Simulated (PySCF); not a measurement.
Run record: geometry optimisation, `C1=[CH][GeH2][NH]C1`.

Computed with PBE0-D3(BJ)/def2-SVP geometry optimisation, gas phase (PySCF 2.14.0). Start geometry: GFN2-xTB. The input is one job of a driver script: a line of settings, then coordinates in Å.

Command:
```bash
OMP_NUM_THREADS=1 python probes_run.py task.json out
```

Input:
```
{"job": {"xc": "PBE0", "basis": "def2-SVP", "d3": "d3bj", "grid": 1, "shake": 0.01, "kind": "geom"}, "charge": 0, "multiplicity": 1}
C     -0.579590     1.152350     0.055830
C      0.714840     1.216600    -0.078120
Ge     1.400620    -0.588330    -0.151480
N     -0.251780    -1.185830    -0.153230
C     -1.274540    -0.163290     0.102170
H     -1.238980     2.055360     0.117230
H      1.277020     2.145960    -0.119780
H      2.134840    -1.047680    -1.401600
H      2.281910    -1.024570     1.047410
H     -0.600670    -2.116830     0.096230
H     -1.755840    -0.274410     1.106610
H     -2.068140    -0.197590    -0.630300
```

Output:
```
step   0  E = -2249.40648076  max force = 0.063144
step   1  E = -2249.41194457  max force = 0.022957
step   2  E = -2249.41317575  max force = 0.010183
step   3  E = -2249.41366606  max force = 0.003721
step   4  E = -2249.41379733  max force = 0.002355
step   5  E = -2249.41392797  max force = 0.001958
step   6  E = -2249.41399682  max force = 0.001069
step   7  E = -2249.41404456  max force = 0.000525
step   8  E = -2249.41406733  max force = 0.000363
step   9  E = -2249.41408134  max force = 0.000333
optimisation converged
```

Energies in Eh; «max force» is the largest Cartesian gradient component in Eh/bohr.

Task: Give the first gradient maximum in eV/Å.

Result: With 1 Eh/bohr = 51.422 eV/Å, 3.247 eV/Å.

In short: final energy -2249.41408 Eh after 9 steps; dipole 1.05 D.

Task: Give the final coordinates.

Result: 0.062 Å rms from the input after alignment:
```
atom  x, y, z in Å
C1    -0.6021    1.1553    0.0421
C2     0.7214    1.2131   -0.1624
Ge3    1.4104   -0.5911   -0.2214
N4    -0.3028   -1.2279   -0.0426
C5    -1.2717   -0.1826    0.1758
H6    -1.2328    2.0500    0.1132
H7     1.2572    2.1590   -0.2666
H8     2.0759   -1.0152   -1.5498
H9     2.3661   -0.9883    0.9319
H10   -0.5319   -2.1344    0.3403
H11   -1.7493   -0.2350    1.1775
H12   -2.1120   -0.2270   -0.5500
```

Task: How long does this job take on Arm Neoverse V1, one thread, on a shared host? And the peak memory of the process?

Result: About 77 s, with 0.52 GiB resident at the peak, the Python interpreter and its libraries included.
Labels such as C1 count atoms from 1, the log's own numbers from 0.
